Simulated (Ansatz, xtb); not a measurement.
**Ligand exchange: C2H4ClF + GeH3Cl → CHCl2F + GeH3(CH3)**

Species: C2H4ClF (1-chloro-1-fluoroethane) `CC(F)Cl`, singlet; GeH3Cl (chlorogermane) `[Cl][GeH3]`, singlet; CHCl2F (dichlorofluoromethane) `FC(Cl)Cl`, singlet; GeH3(CH3) (methyl germane), singlet. The partners trade CH3 for Cl: C–CH3 and Ge–Cl bonds give way to C–Cl and Ge–CH3.

Shapes, held fixed at every level: PBE0-D4/def2-TZVP. Programs: Ansatz 0.2.0, xtb 6.7.1. The zero-point and thermal change to 298 K, harmonic and unscaled (PBE0-D4/def2-TZVP), is -5.4 kJ/mol.

Q: Estimate ΔH(298 K) of this reaction.

A: The highest level, CCSD(T)/def2-TZVPP, gives ΔH(298 K) = +125.5 kJ/mol; the levels span +125.5 to +208.2. GFN1-xTB strays far from the other rows. The column of differences is taken from that level and isn't an error. No measured value is set beside it here. Relativity is left out for Ge unless named. Correlated rows may include outer-core shells of Ge, which these sets cover unevenly.

| level | kind | ΔH(298 K) (kJ/mol) | less CCSD(T)/def2-TZVPP |
| --- | --- | --- | --- |
| GFN1-xTB | semi-empirical | +208.2 | +82.7 |
| HF/def2-SVP | Hartree–Fock | +160.1 | +34.6 |
| HF/def2-TZVPP | Hartree–Fock | +152.8 | +27.3 |
| r2SCAN0-D4/def2-TZVPP | global hybrid | +130.5 | +5.0 |
| B2PLYP/def2-TZVPP | double hybrid | +128.0 | +2.5 |
| MP2/def2-SVP | perturbation theory | +133.5 | +8.0 |
| CCSD(T)/def2-SVP | coupled cluster or CI | +134.1 | +8.6 |
| CCSD(T)/def2-TZVPP | coupled cluster or CI | +125.5 | 0.0 |
